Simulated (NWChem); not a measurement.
System: C$_{3}$H$_{5}$FO; SMILES CO/C=C/F

Here is an NWChem input.

```
start job
memory heap 200 mb stack 900 mb global 1100 mb
geometry units angstroms noautoz
  C     -0.291740     2.252788    -0.097422
  O      0.475986     1.122061     0.216677
  C     -0.194903    -0.048336     0.202701
  C      0.409480    -1.192774    -0.117398
  F     -0.239239    -2.355438    -0.042327
  H      0.347164     3.133491     0.048906
  H     -1.173487     2.341351     0.564524
  H     -0.640620     2.234498    -1.145654
  H     -1.250922    -0.040260     0.506295
  H      1.453197    -1.271168    -0.431414
end
basis spherical
  * library def2-svp
end
dft
  xc pw6b95
  iterations 150
  mulliken
end
task dft energy
```

Output (shortened):

```
             Northwest Computational Chemistry Package (NWChem) 7.3.0
             --------------------------------------------------------

 C1  symmetry detected

                             Geometry "geometry" -> ""
                             -------------------------

 Output coordinates in angstroms (scale by  1.889725989 to convert to a.u.)

  No.       Tag          Charge          X              Y              Z
 ---- ---------------- ---------- -------------- -------------- --------------
    1 C                    6.0000    -0.29681343     2.24279337    -0.16488513
    2 O                    8.0000     0.47217082     1.12133798     0.17805214
    3 C                    6.0000    -0.19444289    -0.05157744     0.18153335
    4 C                    6.0000     0.41669590    -1.19987628    -0.11069887
    5 F                    9.0000    -0.22854015    -2.36321878    -0.01815570
    6 H                    1.0000     0.33770229     3.12857041    -0.03058397
    7 H                    1.0000    -1.18451502     2.34116067     0.48765104
    8 H                    1.0000    -0.63661887     2.20250505    -1.21548078
    9 H                    1.0000    -1.25305011    -0.04140578     0.47591057
   10 H                    1.0000     1.46333901    -1.28060312    -0.41420871

 Effective nuclear repulsion energy (a.u.)     170.3356016280

                                 NWChem DFT Module
                                 -----------------

 Summary of "ao basis" -> "ao basis" (spherical)
 ------------------------------------------------------------------------------
       Tag                 Description            Shells   Functions and Types
 ---------------- ------------------------------  ------  ---------------------
 C                          def2-svp                 6       14   3s2p1d
 O                          def2-svp                 6       14   3s2p1d
 F                          def2-svp                 6       14   3s2p1d
 H                          def2-svp                 3        5   2s1p

            General Information
            -------------------
          SCF calculation type: DFT
          Wavefunction type:  closed shell.
          No. of atoms     :    10
          No. of electrons :    40
           Alpha electrons :    20
            Beta electrons :    20
          Charge           :     0
          Spin multiplicity:     1
          Use of symmetry is: off; symmetry adaption is: off
          Maximum number of iterations: 150
          AO basis - number of functions:    95
                     number of shells:    45
          Convergence on energy requested:  1.00D-06
          Convergence on density requested:  1.00D-05
          Convergence on gradient requested:  5.00D-04

              XC Information
              --------------
                       PW6B95 Method XC Functional
                     Hartree-Fock (Exact) Exchange  0.280
                    PW6B95 GGA Exchange Functional  0.720
                      PW6B95 Correlation Potential  1.000

             Grid Information
             ----------------
          Grid used for XC integration:  medium
          Radial quadrature: Mura-Knowles
          Angular quadrature: Lebedev.
          Tag              B.-S. Rad. Rad. Pts. Rad. Cut. Ang. Pts.
          ---              ---------- --------- --------- ---------
          C                   0.70       49          11.0       434
          O                   0.60       49           8.0       434
          F                   0.50       49          13.0       434
          H                   0.35       45          12.0       434
          Grid pruning is: on
          Number of quadrature shells:   470
          Spatial weights used:  Erf1

      Superposition of Atomic Density Guess
      -------------------------------------

 Sum of atomic energies:        -289.35449186

      Non-variational initial energy
      ------------------------------

 Total energy =    -291.839470
 1-e energy   =    -733.790647
 2-e energy   =     271.615575
 HOMO         =      -0.240689
 LUMO         =       0.071341

     ---------------------------------------------
      Total Density - Mulliken Population Analysis
     ---------------------------------------------

    Atom       Charge   Shell Charges
 -----------   ------   -------------------------------------------------------
    1 C    6     5.88   1.99  0.93  0.21  1.85  0.85  0.05
    2 O    8     8.53   1.99  1.09  0.67  2.95  1.82  0.01
    3 C    6     5.87   1.99  0.94  0.22  1.85  0.81  0.06
    4 C    6     5.69   1.99  0.92  0.26  1.75  0.71  0.06
    5 F    9     9.37   1.99  1.14  0.77  3.43  2.04  0.01
    6 H    1     0.92   0.69  0.21  0.02
    7 H    1     0.93   0.69  0.22  0.02
    8 H    1     0.94   0.69  0.22  0.02
    9 H    1     0.93   0.68  0.23  0.02
   10 H    1     0.94   0.68  0.24  0.02

   convergence    iter        energy       DeltaE   RMS-Dens  Diis-err
 ---------------- ----- ----------------- --------- --------- ---------
 d= 0,ls=0.0,diis     1   -292.3824499262 -4.63D+02  1.03D-02  5.26D-01
 d= 0,ls=0.0,diis     2   -292.4034438940 -2.10D-02  5.00D-03  4.74D-01
 d= 0,ls=0.0,diis     3   -292.4465481412 -4.31D-02  1.23D-03  4.00D-02
 d= 0,ls=0.0,diis     4   -292.4496597727 -3.11D-03  5.04D-04  3.06D-03
 d= 0,ls=0.0,diis     5   -292.4499560920 -2.96D-04  1.82D-04  4.62D-04
  Resetting Diis
 d= 0,ls=0.0,diis     6   -292.4500058668 -4.98D-05  4.28D-05  3.11D-05
 d= 0,ls=0.0,diis     7   -292.4500092473 -3.38D-06  1.16D-05  6.38D-07
 d= 0,ls=0.0,diis     8   -292.4500092120  3.53D-08  6.62D-06  9.51D-07

         Total DFT energy =     -292.450009211956
      One electron energy =     -737.299901128152
           Coulomb energy =      312.032813755900
    Exchange-Corr. energy =      -37.518523467689
 Nuclear repulsion energy =      170.335601627986

 Numeric. integr. density =       40.000007740004

                       DFT Final Molecular Orbital Analysis
                       ------------------------------------

 Vector   18  Occ=2.000000D+00  E=-3.741821D-01
              MO Center=  7.0D-02,  1.4D+00, -5.2D-02, r^2= 2.6D+00
   Bfn.  Coefficient  Atom+Function         Bfn.  Coefficient  Atom+Function
  ----- ------------  ---------------      ----- ------------  ---------------
    18      0.293580   2 O  px               20      0.248869   2 O  pz
    81      0.244571   8 H  s                71     -0.232453   6 H  s
     6     -0.203905   1 C  pz               21      0.203431   2 O  px
    34      0.196430   3 C  pz                4     -0.189882   1 C  px
    23      0.174943   2 O  pz               33     -0.121866   3 C  py

 Vector   19  Occ=2.000000D+00  E=-3.407323D-01
              MO Center=  1.8D-02,  8.9D-01,  9.3D-02, r^2= 2.4D+00
   Bfn.  Coefficient  Atom+Function         Bfn.  Coefficient  Atom+Function
  ----- ------------  ---------------      ----- ------------  ---------------
    18      0.369474   2 O  px               20     -0.282782   2 O  pz
    21      0.263224   2 O  px               76      0.213093   7 H  s
    23     -0.200495   2 O  pz               32     -0.194668   3 C  px
    86      0.175754   9 H  s                 4     -0.149300   1 C  px
    34     -0.143076   3 C  pz               87      0.135910   9 H  s

 Vector   20  Occ=2.000000D+00  E=-2.399519D-01
              MO Center=  1.4D-01, -3.0D-01,  2.3D-02, r^2= 2.5D+00
   Bfn.  Coefficient  Atom+Function         Bfn.  Coefficient  Atom+Function
  ----- ------------  ---------------      ----- ------------  ---------------
    48     -0.365728   4 C  pz               20      0.355477   2 O  pz
    34     -0.310567   3 C  pz               23      0.289364   2 O  pz
    62     -0.238546   5 F  pz               51     -0.227842   4 C  pz
    37     -0.205991   3 C  pz               65      0.193222   5 F  pz
    82      0.126364   8 H  s                46     -0.118372   4 C  px

 Vector   21  Occ=0.000000D+00  E= 3.562651D-02
              MO Center=  6.6D-02, -4.2D-01, -3.8D-02, r^2= 2.7D+00
   Bfn.  Coefficient  Atom+Function         Bfn.  Coefficient  Atom+Function
  ----- ------------  ---------------      ----- ------------  ---------------
    37      0.585122   3 C  pz               51     -0.572732   4 C  pz
    48     -0.433936   4 C  pz               34      0.415371   3 C  pz
    82     -0.337101   8 H  s                 3      0.302882   1 C  s
    72     -0.261350   6 H  s                 9     -0.182201   1 C  pz
    77      0.180892   7 H  s                23     -0.178072   2 O  pz

 Vector   22  Occ=0.000000D+00  E= 7.110223D-02
              MO Center= -8.2D-01,  1.6D+00,  5.9D-02, r^2= 5.5D+00
   Bfn.  Coefficient  Atom+Function         Bfn.  Coefficient  Atom+Function
  ----- ------------  ---------------      ----- ------------  ---------------
     3      1.891228   1 C  s                77     -1.144240   7 H  s
    82     -0.899596   8 H  s                87     -0.862867   9 H  s
    72     -0.767539   6 H  s                31      0.556480   3 C  s
    35     -0.454435   3 C  px                7     -0.420096   1 C  px
     8      0.390104   1 C  py               17      0.338600   2 O  s

 Vector   23  Occ=0.000000D+00  E= 1.035221D-01
              MO Center=  7.3D-02,  8.9D-01, -2.5D-01, r^2= 7.8D+00
   Bfn.  Coefficient  Atom+Function         Bfn.  Coefficient  Atom+Function
  ----- ------------  ---------------      ----- ------------  ---------------
     3      1.844157   1 C  s                92     -0.997053  10 H  s
    72     -0.975410   6 H  s                87      0.828529   9 H  s
    82     -0.812554   8 H  s                31     -0.716874   3 C  s
    45      0.662555   4 C  s                77     -0.535553   7 H  s
    17     -0.503624   2 O  s                49      0.496653   4 C  px

     ---------------------------------------------
      Total Density - Mulliken Population Analysis
     ---------------------------------------------

    Atom       Charge   Shell Charges
 -----------   ------   -------------------------------------------------------
    1 C    6     5.83   1.99  0.90  0.12  2.06  0.70  0.05
    2 O    8     8.34   1.99  1.08  0.68  2.91  1.67  0.02
    3 C    6     5.90   1.99  0.91  0.17  2.07  0.70  0.07
    4 C    6     5.83   1.99  0.90  0.20  2.03  0.64  0.07
    5 F    9     9.22   1.99  1.14  0.77  3.36  1.95  0.01
    6 H    1     0.96   0.75  0.19  0.02
    7 H    1     0.98   0.75  0.20  0.02
    8 H    1     0.98   0.75  0.20  0.02
    9 H    1     0.99   0.75  0.21  0.02
   10 H    1     0.98   0.75  0.21  0.02

     -------------------------------------------
      Total Density - Lowdin Population Analysis
     -------------------------------------------

    Atom       Charge   Shell Charges
 -----------   ------   -------------------------------------------------------
    1 C    6     5.92   1.96  0.58  0.30  1.83  1.11  0.13
    2 O    8     8.12   1.97  0.90  0.56  2.77  1.89  0.03
    3 C    6     6.00   1.97  0.60  0.30  1.88  1.10  0.15
    4 C    6     5.96   1.97  0.61  0.31  1.84  1.07  0.17
    5 F    9     9.08   1.98  1.01  0.73  3.23  2.11  0.01
    6 H    1     0.97   0.65  0.26  0.06
    7 H    1     0.99   0.65  0.27  0.06
    8 H    1     0.99   0.65  0.27  0.06
    9 H    1     0.98   0.64  0.28  0.07
   10 H    1     0.98   0.64  0.27  0.07

     Multipole analysis of the density
     ---------------------------------

     L   x y z        total         alpha         beta         nuclear
     -   - - -        -----         -----         ----         -------
     0   0 0 0     -0.000000    -20.000000    -20.000000     40.000000

     1   1 0 0     -0.237572     -0.118786     -0.118786     -0.000000
     1   0 1 0      0.773472      0.386736      0.386736     -0.000000
     1   0 0 1     -0.149881     -0.074940     -0.074940     -0.000000

     2   2 0 0    -20.706087    -27.645540    -27.645540     34.584993
     2   1 1 0     -2.211971      3.854582      3.854582     -9.921135
     2   1 0 1     -0.760759      0.515295      0.515295     -1.791349
     2   0 2 0    -21.224438   -226.516988   -226.516988    431.809539
     2   0 1 1     -0.237382      0.979461      0.979461     -2.196304
     2   0 0 2    -22.090444    -16.053914    -16.053914     10.017384
```

Level: PW6B95/def2-SVP. Coordinates come from a PBE0/def2-SVP optimisation.
